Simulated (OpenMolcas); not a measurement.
Co2+ among 2 point charges of -2.5 e arranged as a linear pair (D∞h), 1.7 Å from the ion.

```json
{"Program": "OpenMolcas 26.06", "Method": "CASSCF", "Basis": "ANO-RCC-VDZP [5s4p2d1f]", "Scalar Hamiltonian": "DKH2, point nucleus", "Active space": "7 electrons in 5 orbitals (3d)", "State averaging": "2S+1 = 4 even, 10 roots; 2S+1 = 2 even, 40 roots", "Spin-orbit coupling": "state interaction with AMFI integrals over the reference wave functions"}
```

**Question.** What is the spin-free ground state (labels by Λ)?

**Answer.** 4Σ, 1-fold in its orbital part, 53 % from free-ion F terms; it has the highest spin that d7 allows.

**Question.** Where is the first state of the same spin?

**Answer.** 4Φ at 3280 cm-1 above the ground state.

**Question.** What are the lowest two levels with spin-orbit coupling?

**Answer.** A 2-fold level with g = 2.00, 4.34, 4.34, then a 2-fold level 14.3 cm-1 above it. Their leading multiplicities are 4 (100 %) and 4 (100 %).

**Question.** What is χT at 300 K, and how does it compare with the textbook value?

**Answer.** The lowest level has 2S+1 = 4, for which the spin-only value is χT = S(S+1) / 2 = 1.875 cm3 K/mol (g = 2). The computed 2.148 at 300 K differs by +0.273, through orbital momentum, spin-orbit coupling and any other state in reach.

Without dynamic correlation the repulsion within the d shell is too large (B by tens of per cent), so at a given field states of lower spin stand too high. Point charges carry no covalency, so the field is a model and not that of real ligands. No measured value stands beside these numbers.
